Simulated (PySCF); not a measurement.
# Two-component Hartree-Fock for Pm⁵⁷⁺ (promethium, charge +57)

Start: [He] 2s2. Calculated with PySCF 2.14 in an even-tempered Gaussian basis (17 s from 9.2 bohr⁻², ratio 2.6; 13 p from 12 bohr⁻², ratio 2.6; 7 d from 12 bohr⁻², ratio 2.8; 4 f from 230 bohr⁻², ratio 2.8): generalised Hartree-Fock with the X2C-1e Hamiltonian and a Gaussian nucleus; spin-orbit coupling (SO) screened by Boettger's factors.

```csv
spinor shell,electrons,"ε, screened SO (eV)",weight of nominal j (screened SO),"rms radius, screened SO (bohr)"
1s1/2,2,-51540.3,1.000,0.0262
2s1/2,2,-12545.7,1.000,0.102
```

```csv
quantity,screened SO
E (hartree),-4814.72949
M_J,0
⟨J²⟩,0.000
⟨L²⟩,0.000
⟨S²⟩,0.000
```

Breit and QED terms are absent; they matter most for the inner s and p1/2 levels.

Densities and radii are taken from the X2C orbitals without a picture-change correction, which distorts them close to the nucleus.
